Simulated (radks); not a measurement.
The numbers below are computed, except where a source is named.
Excited configurations of Cd: one electron is placed in a higher orbital outside [Kr] 4d10 5s1. The ground configuration is [Kr] 4d10 5s2. Code: a radial shooting solver on a logarithmic mesh with Libxc functionals. Model: scalar-relativistic Kohn-Sham, BLYP, spin-polarised, spherical densities, finite nucleus; open shells are filled with parallel spins first (spin-orbit coupling, left out, can overturn this in heavy ions); Fermi nuclear charge, rms radius 4.6087 fm. Excitation = E - E(ground); binding = E(ion) - E, where the ion is the core of charge +1; n* = 1/sqrt(2 binding) in atomic units, and the quantum defect is n - n*.

| outer orbital | excitation (eV) | binding (eV) | quantum defect | eigenvalue (eV) |
|---|---|---|---|---|
| 5d | 7.551 | 1.595 | 2.080 | -0.626 |
| 6s | 6.528 | 2.618 | 3.720 | -1.498 |
| 7f | 8.739 | 0.407 | 1.219 | -0.272 |

The Delta-SCF ionisation energy is 9.146 eV (NIST Atomic Spectra Database: 8.994 eV, measured). Self-interaction in the functional shifts the binding energies and quantum defects, so they are the method's values and not measured ones.
